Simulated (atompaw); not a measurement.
## Hf (Z = 72): variants of one PAW (atompaw) potential

Base potential:

atompaw 4.2.0.5 input, output lines left out:

```
Hf 72
GGA-PBE scalarrelativistic loggrid 2001 logderivrange -2 5 176
6 6 5 4 0 0
6 0 1
6 1 1
5 2 2
0 0 0
c
c
c
c
c
v
c
c
c
c
v
c
c
v
c
2
3.00 2.30 2.00 2.85
y
1.05
n
y
0.35
n
y
2.45
n
custom polynom gramschmidtortho sinc
bessel
3.00
3.00
3.00
3.00
2.00
3.00
```

All-electron outer shells of the reference configuration (PBE, scalar-relativistic, ld1.x):

| shell | level (eV) | outermost node (bohr) | outermost maximum (bohr) |
| --- | --- | --- | --- |
| 5p | -37.04 | 0.60 | 1.16 |
| 4f | -18.30 | – | 0.45 |
| 6s | -6.00 | 1.36 | 2.85 |
| 5d | -3.88 | 0.67 | 1.67 |
| 6p | -2.06 | 1.65 | 3.95 |

Cutoffs, loose and tight: the cutoffs (Ry, on a coarse ladder) from which the occupation-weighted sum of valence levels, in a spherical-Bessel basis at the reference potential, stays within 10 and 1 mRy of its value at 400 Ry. They see the waves, projectors and local potential, not the compensation charge or the core. A dash means not determined.

A true bound ghost makes a file unfit for plane-wave use even where its test errors are small: the radial tests pick states by their node count and pass the ghost by.

| change | outcome | cutoff, loose | cutoff, tight | bound ghosts |
| --- | --- | --- | --- | --- |
| base | generated | 18 Ry | 25 Ry | s, p |
| all radii scaled by about 0.73 (s 2.20, p 2.20, d 1.46 bohr); local potential bessel scheme, radius 1.46 bohr; augmentation sinc compensation charge, radius 1.68 bohr; PAW radius 2.20 bohr; waves and projectors: custom polynom gramschmidtortho; core correction smooth core density matched at 2.10 bohr | generated | 25 Ry | 30 Ry | s, p |
| all radii scaled by about 0.83 (s 2.50, p 2.50, d 1.68 bohr); local potential bessel scheme, radius 1.68 bohr; augmentation sinc compensation charge, radius 1.92 bohr; PAW radius 2.50 bohr; waves and projectors: custom polynom gramschmidtortho; core correction smooth core density matched at 2.38 bohr | generated | 21 Ry | 30 Ry | s, p |
| all radii scaled by about 0.90 (s 2.68, p 2.68, d 1.80 bohr); local potential bessel scheme, radius 1.80 bohr; augmentation sinc compensation charge, radius 2.06 bohr; PAW radius 2.68 bohr; waves and projectors: custom polynom gramschmidtortho; core correction smooth core density matched at 2.56 bohr | generated | 21 Ry | 30 Ry | s, p |
| all radii scaled by about 0.96 (s 2.88, p 2.88, d 1.92 bohr); local potential bessel scheme, radius 1.92 bohr; augmentation sinc compensation charge, radius 2.20 bohr; PAW radius 2.88 bohr; waves and projectors: custom polynom gramschmidtortho; core correction smooth core density matched at 2.74 bohr | generated | 18 Ry | 25 Ry | s, p |
| all radii scaled by about 1.22 (s 3.64, p 3.64, d 2.44 bohr); local potential bessel scheme, radius 2.44 bohr; augmentation sinc compensation charge, radius 2.80 bohr; PAW radius 3.64 bohr; waves and projectors: custom polynom gramschmidtortho; core correction smooth core density matched at 3.46 bohr | generated | 12 Ry | 21 Ry | none |
| all radii scaled by about 1.29 (s 3.86, p 3.86, d 2.58 bohr); local potential bessel scheme, radius 2.58 bohr; augmentation sinc compensation charge, radius 2.96 bohr; PAW radius 3.86 bohr; waves and projectors: custom polynom gramschmidtortho; core correction smooth core density matched at 3.68 bohr | generated | 12 Ry | 21 Ry | none |

Problem. What comes out with this change to the base: all radii scaled by about 1.17 (s 3.52, p 3.52, d 2.34 bohr); local potential bessel scheme, radius 2.34 bohr; augmentation sinc compensation charge, radius 2.70 bohr; PAW radius 3.52 bohr; waves and projectors: custom polynom gramschmidtortho; core correction smooth core density matched at 3.34 bohr?

Solution. outcome: generated; cutoff, loose: 15 Ry; cutoff, tight: 25 Ry; bound ghosts: s.

Problem. What comes out with this change to the base: all radii scaled by about 1.07 (s 3.22, p 3.22, d 2.14 bohr); local potential bessel scheme, radius 2.14 bohr; augmentation sinc compensation charge, radius 2.46 bohr; PAW radius 3.22 bohr; waves and projectors: custom polynom gramschmidtortho; core correction smooth core density matched at 3.06 bohr?

Solution. outcome: generated; cutoff, loose: 18 Ry; cutoff, tight: 21 Ry; bound ghosts: s, p.

Reading the sweep of the scale of all radii (base = 1) (base included, trends over the rows without a ghost): Bound ghosts are found at 0.73, 0.83, 0.9, 0.96, 1, 1.07, 1.17.
